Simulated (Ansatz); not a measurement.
Geometry optimisation, RKS PBE0-D4/6-31G* in Ansatz.

The input (input.yaml):

```yaml
crystal:
  periodic: [false, false, false]
  atoms:
    - { symbol: B, position_ang: [0.0, 0.0, 0.0] }
    - { symbol: H, position_ang: [0.0, 0.0, 1.54] }
    - { symbol: F, position_ang: [1.1431, 0.0, -0.66] }
    - { symbol: Cl, position_ang: [-1.6108, 0.0, -0.93] }
    - { symbol: P, position_ang: [-0.283, -2.0781, 0.6969] }
    - { symbol: H, position_ang: [-0.8502, -2.8552, -0.3476] }
    - { symbol: H, position_ang: [0.9722, -2.6288, 1.0676] }
    - { symbol: H, position_ang: [-0.118, -0.866, 1.6712] }
basis:
  gaussian: { orbitals: "6-31G*" }
hamiltonian:
  xc: pbe0
  dispersion: d4
relax:
  f_tol: 0.15
  max_steps: 25
  restrain:
    - { distance: [0, 4], at: 1.91, k: 30.0 }
    - { distance: [7, 1], at: 0.66, k: 30.0 }
    - { distance: [0, 1], at: 2.39, k: 30.0 }
    - { distance: [7, 4], at: 2.62, k: 30.0 }
```

Run as:

```bash
$ ansatz run input.yaml --threads 1 --pin off --max-ram 2048MiB --backend cpu --events-out ev --progress --plain --runs-dir out
```

Task: Where does it end, and by what steps?

Result: The forces met the threshold. The restraints hold the end off the free minimum; the threshold counts their pulls, which the force column leaves out. Restrained pairs: B1–P5 (2.21 → 1.92 Å), H2–H8 (0.88 → 0.71 Å), B1–H2 (1.54 → 2.40 Å), P5–H8 (1.56 → 2.63 Å). After 8 steps the energy has fallen by 3.807 eV (the restraints' own energy left out); H8 moved furthest, 0.84 Å.

```
step  energy less start (eV)  largest force component (eV/Å)  accepted
   0                  0.0000                           4.692       yes
   1                 -0.7246                           5.446       yes
   2                 -1.5801                           4.828       yes
   3                 -2.6431                           3.066       yes
   4                 -3.3273                           2.602       yes
   5                 -3.7400                           1.045       yes
   6                 -3.7881                           1.163        no
   7                 -3.7924                           1.200       yes
   8                 -3.8068                           1.294       yes
```

```xyz
8
Properties=species:S:1:pos:R:3
B -0.108 -0.634 -0.298
H 0.109 0.349 1.881
F 1.042 0.012 -0.375
Cl -1.514 0.135 -1.030
P -0.344 -2.303 0.615
H -0.784 -3.032 -0.522
H 1.010 -2.734 0.558
H -0.156 -0.221 2.209
```

Time of the run: 35 s on 1 thread of Arm Neoverse V1, with other jobs on the host, peak memory 0.14 GiB.
